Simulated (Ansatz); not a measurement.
Calculated with Ansatz (gas phase, PBE0-D4/def2-TZVP geometries, no zero-point term in ΔE). CCSD(T)/CBS adds triple-zeta CCSD(T) − MP2 to the extrapolated MP2 energy (def2 sets, frozen cores). This one scheme is used for every species. For Se outer-core shells are correlated without core-valence functions, which leaves a few kJ/mol of doubt a bond. Scalar relativity is left out up to krypton. Each species was taken in one conformer, which may not be the lowest.

Consider the ligand exchange at the Al–F bond: `[OH][Al]([OH])[F]` + H₂Se → `[OH][Al]([OH])[SeH]` + H–F.

```
              species  CCSD(T)/CBS(def2) energy (Eh)
  `[OH][Al]([OH])[F]`                     -493.56273
                 H₂Se                    -2401.89790
`[OH][Al]([OH])[SeH]`                    -2795.04092
                  H–F                     -100.39570
```

Task: Work out ΔE.

Result: ΔE = (-2795.04092) + (-100.39570) − (-493.56273) − (-2401.89790) = 0.02401 Eh = +63.0 kJ/mol.

Largest T1 diagnostic among the species: 0.012.

Leaving LDA and LC-ωPBE aside and taking each functional with its dispersion term where it has one, the values, not all of them listed here, spread over 21.0 kJ/mol, from HSE06-D4 to CAM-B3LYP-D4. In def2-TZVPP, CCSD(T) changes the Hartree–Fock value by −11.2 kJ/mol (the triples alone add −2.9 kJ/mol) and MP2 by −14.4 kJ/mol.
